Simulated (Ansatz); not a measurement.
Reaction (ligand exchange at a Ge–O bond): `[OH][GeH2][O][SiH3]` + H–F → `[OH][GeH2][F]` + silanol

Program: Ansatz. Geometries: PBE0-D4/def2-TZVP. ΔE: electronic, gas phase. CBS: MP2 limit from def2 TZ/QZ plus the TZ coupled-cluster correction, frozen cores. This one scheme is used for every species. Functionals use def2-TZVPP. B3LYP here is the variant with VWN-RPA as its local correlation; programs differ in this. For Ge outer-core shells are correlated without core-valence functions, which leaves a few kJ/mol of doubt a bond. Scalar relativity is left out up to krypton. Each species was taken in one conformer, which may not be the lowest.

Task: Is it downhill or uphill in electronic energy at CCSD(T)/CBS, and by how much? (An estimate is asked.)

Result: The calculation gave: Downhill: ΔE = -2.7 kcal/mol.

Task: What do these levels give: PBE-D4, ωB97X-V, ωB97M-V, PBE, PBE0, B3LYP, HF/def2-TZVPP, MP2/def2-TZVPP, CCSD(T)/def2-TZVPP, MP2/def2-QZVPP, MP2/CBS(def2), CCSD/CBS(def2)? (Best estimate.)

Result: Computed: PBE-D4 -5.1, ωB97X-V -5.1, ωB97M-V -4.9, PBE -6.5, PBE0 -5.5, B3LYP -6.8, HF/def2-TZVPP -5.7, MP2/def2-TZVPP -2.5, CCSD(T)/def2-TZVPP -2.9, MP2/def2-QZVPP -2.4, MP2/CBS(def2) -2.3, CCSD/CBS(def2) -3.0 kcal/mol.

Largest T1 diagnostic among the species: 0.012.

In def2-TZVPP, CCSD(T) changes the Hartree–Fock value by +2.8 kcal/mol (the triples alone add +0.3 kcal/mol) and MP2 by +3.2 kcal/mol. The D4 term adds +2.2 kcal/mol with B3LYP and +1.3 kcal/mol with PBE0; it sums over pairs of atoms, weighted by their polarisabilities, and B3LYP, whose exchange is more repulsive, gets the larger term.
